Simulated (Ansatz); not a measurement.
Relaxation of the cluster Cs2Br2 with RKS PBE-D4/def2-SVP.

```sh
$ ansatz run in.yaml --threads 4 --pin off --events-out ev --progress --plain --max-ram 3916MiB
```

```yaml
crystal:
  periodic: [false, false, false]
  atoms:
    - {symbol: Cs, position_ang: [-0.051820, -1.918870, -0.807500]}
    - {symbol: Cs, position_ang: [0.062960, 1.839250, 0.971390]}
    - {symbol: Br, position_ang: [2.436610, 0.047750, -0.246220]}
    - {symbol: Br, position_ang: [-2.447740, 0.031870, 0.082330]}
basis:
  gaussian: {orbitals: def2-SVP}
hamiltonian: {xc: pbe, dispersion: d4}
scf: {lower_state_search: "off"}
output: {orbitals: {seedname: orbitals}}
relax: {f_tol: 0.02, max_steps: 100}
```

It took 5.5 s on 4 threads of Arm Neoverse N1 on a shared host.

Positions (Å) and forces (eV/Å) at steps 1, 2, 3 of 3:

```xyz
4
step=1 energy=-141157.8376 eV
Cs   -0.052   -1.919   -0.807   -0.007   -0.718   -0.318
Cs    0.063    1.839    0.971    0.011    0.708    0.360
Br    2.437    0.048   -0.246    0.486   -0.003   -0.058
Br   -2.448    0.032    0.082   -0.490    0.013    0.016
4
step=2 energy=-141158.0129 eV
Cs   -0.056   -2.093   -0.899   -0.003   -0.158   -0.095
Cs    0.067    2.022    1.049    0.001    0.175    0.064
Br    2.412    0.043   -0.238    0.045   -0.011    0.011
Br   -2.422    0.029    0.088   -0.043   -0.006    0.020
4
step=3 energy=-141158.0319 eV
Cs   -0.060   -2.181   -0.962    0.000    0.006   -0.019
Cs    0.068    2.126    1.077   -0.002    0.011   -0.016
Br    2.350    0.034   -0.217   -0.004   -0.010    0.017
Br   -2.357    0.021    0.101    0.006   -0.008    0.018
```

In the def2 sets Cs takes a core potential; there is no spin–orbit coupling. The structure comes from a short search, and lower isomers may exist.
